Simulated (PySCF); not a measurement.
This PySCF input asks for the NMR shieldings of C$_{3}$H$_{12}$BOP; the geometry comes from PBE0-D3(BJ)/def2-SVP.

```python
import basis_set_exchange as bse
import numpy as np
from pyscf import gto, scf
from pyscf.prop import nmr

atoms = """
C    -2.370311   -0.436566    0.789411
C    -1.139337   -0.145779   -0.046161
C    -0.954263    1.330606   -0.332525
O     0.005885   -0.612984    0.663534
B     0.728448   -1.669587    0.274053
P     2.915168    1.240725   -0.864577
H    -2.481328   -1.517670    0.959279
H    -3.276702   -0.069982    0.285698
H    -2.290445    0.059339    1.768933
H    -1.203084   -0.701845   -0.999697
H    -1.822375    1.729464   -0.877294
H    -0.054885    1.506008   -0.941670
H    -0.845069    1.891737    0.608148
H     0.440802   -2.267730   -0.745143
H     1.658742   -1.991583    0.976346
H     2.598965    1.032969    0.510168
H     2.674814   -0.123695   -1.210388
H     4.313182    1.025958   -0.667758
"""
names = dict.fromkeys(["C", "O", "B", "P", "H"], "pcSseg-1")
basis = {el: gto.basis.parse(bse.get_basis(n, elements=[el], fmt="nwchem")) for el, n in names.items()}
mol = gto.M(atom=atoms, basis=basis, charge=0, verbose=0)
mf = scf.RHF(mol)
mf.conv_tol = 1e-9
mf.kernel()

calc = nmr.RHF(mf)   # GIAO
C = mf.mo_coeff
Co = C[:, mf.mo_occ > 0]
resp = mf.gen_response(singlet=True, hermi=2)
def vind(x):   # induced exchange potential for any number of trial vectors
    d = np.einsum("pi,xij,qj->xpq", C, 2 * x.reshape(-1, C.shape[1], Co.shape[1]), Co, optimize=True)
    return np.einsum("xpq,pi,qj->xij", resp(d - d.transpose(0, 2, 1)), C, Co, optimize=True).ravel()
mo1, _ = nmr.rhf.solve_mo1(calc, with_cphf=vind)
sigma = calc.kernel(mo1)
for i, s in enumerate(sigma):   # ppm
    w = np.linalg.eigvalsh((s + s.T) / 2)
    print("%2d %-2s iso %8.1f  s11 %8.1f  s22 %8.1f  s33 %8.1f" % (i, mol.atom_pure_symbol(i), w.mean(), *w))
```

Problem. Give the expected output.

Solution. 
```
 0 C  iso    164.7  s11    146.8  s22    158.8  s33    188.3
 1 C  iso    120.6  s11     96.3  s22     99.8  s33    165.8
 2 C  iso    165.6  s11    149.4  s22    161.2  s33    186.0
 3 O  iso    129.4  s11    -49.0  s22    108.2  s33    329.0
 4 B  iso     69.5  s11     45.9  s22     55.4  s33    107.3
 5 P  iso    583.0  s11    550.0  s22    597.2  s33    601.7
 6 H  iso     30.4  s11     26.2  s22     28.1  s33     36.7
 7 H  iso     30.8  s11     26.5  s22     28.4  s33     37.4
 8 H  iso     30.2  s11     26.7  s22     28.7  s33     35.2
 9 H  iso     28.2  s11     26.2  s22     27.2  s33     31.1
10 H  iso     30.8  s11     26.4  s22     28.6  s33     37.3
11 H  iso     30.2  s11     25.2  s22     27.9  s33     37.4
12 H  iso     30.2  s11     27.4  s22     28.6  s33     34.8
13 H  iso     27.0  s11     24.7  s22     27.3  s33     28.9
14 H  iso     27.0  s11     25.3  s22     26.9  s33     28.7
15 H  iso     29.3  s11     24.2  s22     28.2  s33     35.5
16 H  iso     30.0  s11     24.7  s22     29.1  s33     36.3
17 H  iso     29.4  s11     25.1  s22     25.7  s33     37.6
```

These numbers come from an equivalent density-fitted implementation of the same equations, which agrees with the script to about 0.01 ppm for H and up to a few tenths of a ppm for heavy atoms, so last digits may differ.

Size and cost of the density-fitted run: 169 basis functions, 6.8 s wall time on 1 thread of an x86-64 server CPU, shared host.
